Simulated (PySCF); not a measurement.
## Ti²⁺ (titanium, charge +2) across methods

[Ar] 3d1 4p1, one real determinant (an excited configuration). All numbers are calculated (PySCF 2.14, the non-relativistic Hamiltonian (point nucleus), in aug-cc-pVTZ with one added diffuse shell each of s, p, d, f, g type (9s8p6d4f3g, 118 functions)).

```
   method  E (hartree)  mean ε 3p β (eV)  mean ε 3d α (eV)  mean ε 4p α (eV)  Σ⟨r²⟩ (bohr²)   ⟨S²⟩
    B97-3     -848.157           -63.955           -29.108           -16.053          24.98  2.001
     BP86     -848.342           -61.118           -26.974           -15.637          24.76  2.000
CAM-B3LYP     -848.286           -65.183           -30.606           -17.073          24.87  2.001
      PBE     -848.015           -61.013           -26.887           -15.563          24.82  2.000
      LDA     -846.172           -61.067           -26.815           -15.538          24.74  2.000
      UHF   -847.39307           -70.716           -34.836           -17.419          25.69  2.002
   r2SCAN     -848.215           -61.933           -27.301           -15.549          24.95  2.001
     PBE0     -848.062           -63.775           -29.061           -16.142          24.94  2.001
```

⟨L²⟩ = 8.01 against 12 for a pure F term, so this real determinant mixes terms.
